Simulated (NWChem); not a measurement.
System: SiAsH₄, doublet; SMILES [SiH3][AsH]

Output (shortened):

```
             Northwest Computational Chemistry Package (NWChem) 7.3.0
             --------------------------------------------------------

 C1  symmetry detected

                             Geometry "geometry" -> ""
                             -------------------------

 Output coordinates in angstroms (scale by  1.889725989 to convert to a.u.)

  No.       Tag          Charge          X              Y              Z
 ---- ---------------- ---------- -------------- -------------- --------------
    1 Si                  14.0000     0.01428380     1.50217442     0.00001620
    2 As                  33.0000     0.03609822    -0.79704349    -0.00004193
    3 H                    1.0000    -0.69316997     2.07191343     1.15473679
    4 H                    1.0000     1.39399898     1.99714977     0.04315216
    5 H                    1.0000    -0.61867466     2.07362624    -1.19676819
    6 H                    1.0000    -1.47336869    -0.87069622     0.00003618

 Effective nuclear repulsion energy (a.u.)     153.4003190611

                                Z-matrix (autoz)
                                --------

 Units are Angstrom for bonds and degrees for angles

      Type          Name      I     J     K     L     M      Value
      ----------- --------  ----- ----- ----- ----- ----- ----------
    1 Stretch                  1     2                       2.29932
    2 Stretch                  1     3                       1.46917
    3 Stretch                  1     4                       1.46645
    4 Stretch                  1     5                       1.46952
    5 Stretch                  2     6                       1.51126
    6 Bend                     1     2     6                92.24988
    7 Bend                     2     1     3               113.10182
    8 Bend                     2     1     4               109.18336
    9 Bend                     2     1     5               113.13621
   10 Bend                     3     1     4               107.39982
   11 Bend                     3     1     5               106.37275
   12 Bend                     4     1     5               107.33444
   13 Torsion                  3     1     2     6          58.69899
   14 Torsion                  4     1     2     6         178.21274
   15 Torsion                  5     1     2     6         -62.33400

  xc_inp: hfexch multiplicative factor not found.

                           NWChem Geometry Optimization
                           ----------------------------

 maximum gradient threshold         (gmax) =   0.000015
 rms gradient threshold             (grms) =   0.000010
 maximum cartesian step threshold   (xmax) =   0.000060
 rms cartesian step threshold       (xrms) =   0.000040
 fixed trust radius                (trust) =   0.300000
 source of zmatrix                         =   autoz

          -------------------
          Energy Minimization
          -------------------

 Using diagonal initial Hessian
 Scaling for Hessian diagonals: bonds = 1.00  angles = 0.25  torsions = 0.10

          --------
          Step   0

                                 NWChem DFT Module
                                 -----------------

 Summary of "ao basis" -> "ao basis" (spherical)
 ------------------------------------------------------------------------------
       Tag                 Description            Shells   Functions and Types
 ---------------- ------------------------------  ------  ---------------------
 Si                          6-31g*                  8       18   4s3p1d
 As                          6-31g*                 12       32   5s4p3d
 H                           6-31g*                  2        2   2s

            General Information
            -------------------
          SCF calculation type: DFT
          Wavefunction type:  spin polarized.
          No. of atoms     :     6
          No. of electrons :    51
           Alpha electrons :    26
            Beta electrons :    25
          Charge           :     0
          Spin multiplicity:     2
          Use of symmetry is: off; symmetry adaption is: off
          Maximum number of iterations: 150
          AO basis - number of functions:    58
                     number of shells:    28
          Convergence on energy requested:  1.00D-06
          Convergence on density requested:  1.00D-05
          Convergence on gradient requested:  5.00D-04

              XC Information
              --------------
                     Hartree-Fock (Exact) Exchange  1.000

[...]

      ----------------------
      Optimization converged
      ----------------------

  Step       Energy      Delta E   Gmax     Grms     Xrms     Xmax
  ---- ---------------- -------- -------- -------- -------- --------
@   89   -2525.13298195 -6.1D-10  0.00000  0.00000  0.00002  0.00006
                                     ok       ok       ok       ok

                                Z-matrix (autoz)
                                --------

 Units are Angstrom for bonds and degrees for angles

      Type          Name      I     J     K     L     M      Value     Gradient
      ----------- --------  ----- ----- ----- ----- ----- ---------- ----------
    1 Stretch                  1     2                       2.37986   -0.00000
    2 Stretch                  1     3                       1.47587   -0.00000
    3 Stretch                  1     4                       1.47490   -0.00000
    4 Stretch                  1     5                       1.47588   -0.00000
    5 Stretch                  2     6                       1.51906    0.00000
    6 Bend                     1     2     6                93.18192   -0.00000
    7 Bend                     2     1     3               110.51941    0.00000
    8 Bend                     2     1     4               108.72595    0.00000
    9 Bend                     2     1     5               110.51060   -0.00000
   10 Bend                     3     1     4               109.04640   -0.00000
   11 Bend                     3     1     5               108.96402    0.00000
   12 Bend                     4     1     5               109.04414   -0.00000
   13 Torsion                  3     1     2     6          60.22704   -0.00000
   14 Torsion                  4     1     2     6         179.88291   -0.00000
   15 Torsion                  5     1     2     6         -60.46931   -0.00000

                         Geometry "geometry" -> "geometry"
                         ---------------------------------

 Output coordinates in angstroms (scale by  1.889725989 to convert to a.u.)

  No.       Tag          Charge          X              Y              Z
 ---- ---------------- ---------- -------------- -------------- --------------
    1 Si                  14.0000     0.02530273     1.55181447     0.00343884
    2 As                  33.0000     0.02139512    -0.82800969     0.01490792
    3 H                    1.0000    -0.68861506     2.07601171     1.18400261
    4 H                    1.0000     1.42243446     2.02319397     0.03731421
    5 H                    1.0000    -0.62631635     2.06412461    -1.21768435
    6 H                    1.0000    -1.49503323    -0.91001092    -0.02084801

 Effective nuclear repulsion energy (a.u.)     149.3321440703

                Final and change from initial internal coordinates
                --------------------------------------------------

                                Z-matrix (autoz)
                                --------

 Units are Angstrom for bonds and degrees for angles

      Type          Name      I     J     K     L     M      Value       Change
      ----------- --------  ----- ----- ----- ----- ----- ---------- ----------
    1 Stretch                  1     2                       2.37986    0.08053
    2 Stretch                  1     3                       1.47587    0.00670
    3 Stretch                  1     4                       1.47490    0.00845
    4 Stretch                  1     5                       1.47588    0.00636
    5 Stretch                  2     6                       1.51906    0.00780
    6 Bend                     1     2     6                93.18192    0.93204
    7 Bend                     2     1     3               110.51941   -2.58241
    8 Bend                     2     1     4               108.72595   -0.45741
    9 Bend                     2     1     5               110.51060   -2.62561
   10 Bend                     3     1     4               109.04640    1.64658
   11 Bend                     3     1     5               108.96402    2.59128
   12 Bend                     4     1     5               109.04414    1.70970
   13 Torsion                  3     1     2     6          60.22704    1.52804
   14 Torsion                  4     1     2     6         179.88291    1.67017
   15 Torsion                  5     1     2     6         -60.46931    1.86469

 ==============================================================================
                                internuclear distances
 ------------------------------------------------------------------------------
       center one      |      center two      | atomic units |  angstroms
 ------------------------------------------------------------------------------
    2 As               |   1 Si               |     4.49727  |     2.37986
    3 H                |   1 Si               |     2.78899  |     1.47587
    4 H                |   1 Si               |     2.78715  |     1.47490
    5 H                |   1 Si               |     2.78900  |     1.47588
    6 H                |   2 As               |     2.87062  |     1.51906
 ------------------------------------------------------------------------------
                         number of included internuclear distances:          5
 ==============================================================================
```

Level: UHF/6-31G* (spherical d). No stability test was run on the SCF state.

Reconstruct the input file.

Several could match; the one computed here: the input that was run:
```
start job
memory heap 200 mb stack 900 mb global 1100 mb
geometry units angstroms
  Si    -1.495654    -0.610411     0.052413
  As     0.624612     0.275932    -0.023396
  H     -1.748677    -1.396639     1.267443
  H     -2.475256     0.480484     0.024070
  H     -1.792572    -1.495105    -1.082771
  H      1.263488    -1.090468     0.069897
end
basis spherical
  * library 6-31g*
end
dft
  odft
  mult 2
  xc hfexch
  iterations 150
end
driver
  maxiter 150
  tight
end
task dft optimize
```
